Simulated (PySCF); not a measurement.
A structure optimised at PBE0-D3(BJ)/def2-TZVP, used in a PySCF frequency run:

```xyz
4

Os     0.0000     0.0000     0.0000
O      1.6832     0.0000     0.0000
O     -0.8416     1.4577     0.0000
O     -0.8416    -1.4577     0.0000
```
Charge 0, spin multiplicity 1.

Task: Write its SMILES, formula and point group.

Result: [O]=[Os](=[O])=[O], O₃Os, D3h

Task: What are its rotational constants (standard atomic weights)?

Result: 7.4327, 7.4327, 3.7164 GHz
